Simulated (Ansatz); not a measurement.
Reaction (silylene loss): `CB(N)[SiH3]` → `CBN` + `[SiH2]`

Calculated with Ansatz (gas phase, PBE0-D4/def2-TZVP geometries, no zero-point term in ΔE). CCSD(T)/CBS adds triple-zeta CCSD(T) − MP2 to the extrapolated MP2 energy (def2 sets, frozen cores). This one scheme is used for every species. DFT in def2-TZVPP. B3LYP here is the variant with VWN-RPA as its local correlation; programs differ in this. Each species was taken in one conformer, which may not be the lowest.

(1) Is it downhill or uphill in electronic energy at CCSD(T)/CBS, and by how much? (Estimate.)

(2) What do these levels give: BLYP-D4, r2SCANh-D4, B3LYP, HF/def2-TZVPP, MP2/def2-QZVPP, CCSD/CBS(def2)? (An estimate is asked.)

Largest T1 diagnostic among the species: 0.014.

## Answers

(1) Ansatz gave: Uphill: ΔE = +2.27 eV.

(2) The calculation gave: BLYP-D4 2.16, r2SCANh-D4 2.50, B3LYP 2.09, HF/def2-TZVPP 1.97, MP2/def2-QZVPP 2.40, CCSD/CBS(def2) 2.21 eV.

From BLYP to BHLYP (50 % exact exchange), in def2-TZVPP and without D4, ΔE moves by +0.18 eV. Leaving LDA and LC-ωPBE aside and taking each functional with its dispersion term where it has one, the values, not all of them listed here, spread over 0.35 eV, from BLYP-D4 to r2SCAN-D4. LDA lies +0.35 eV from PBE without D4.
